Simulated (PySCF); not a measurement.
**Sb: excitation energy**

Sb [Kr] 4d10 5s2 5p3 (4S) → Sb [Kr] 4d10 5s1 5p3 5d1 (6D), as a difference of total energies. All numbers are calculated (PySCF 2.14, scalar relativity by spin-free X2C-1e, in x2c-QZVPPall with one added diffuse shell each of s, p, d, f type (14s10p8d5f1g, 128 functions)). The calculations carry no spin-orbit coupling.

```csv
method,excitation energy (eV)
UHF,10.853
LC-wPBE,12.826
BHandHLYP,12.991
revPBE,12.846
```

The upper state lies above the first ionisation limit, but in LS coupling its spin forbids autoionisation to the ground ion; at this Z spin-orbit coupling breaks that rule.

The promoted electron is Rydberg-like, and one or two diffuse shells describe it only roughly, which tends to raise the upper state.
